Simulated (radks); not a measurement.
Fractional charge and spin in the 2p shell of phosphorus: the spin-up occupation runs from 2 to 3 and the spin-down occupation from 2 to 3; the fullest corner is P3+, [He] 2s2 3s2 2p(up 3, down 3). Method: non-relativistic Kohn-Sham, TPSS, spin-polarised, spherical densities, point nucleus; meta-GGA in the generalised Kohn-Sham scheme; computed with a radial shooting solver on a logarithmic mesh with Libxc functionals. Energy (eV) above the fullest corner. The planes named below are the two flat planes that join the four corners, with an edge along up + down = one added electron.

\begin{tabular}{lrrr}
down \ up & 2 & 2.5 & 3 \\ \hline
2 & 409.486 & 290.840 & 182.631 \\
2.5 & 290.840 & 183.663 & 86.512 \\
3 & 182.631 & 86.512 & 0.000 \\
\end{tabular}

Corners above the fullest one (they belong to P4+ and the next ion): (up 3, down 2) 182.63 eV, (up 2, down 3) 182.63 eV, (up 2, down 2) 409.49 eV. With half an added electron in each spin the energy lies 1.032 eV from the planes, and with half an added electron in spin up alone -5.218 eV. The planes are only a guide here: the flat-plane condition holds for ground states with one frontier orbital, while this shell lies below other occupied shells, so the corners above the fullest one are inner-hole states and not the ground states of those ions.
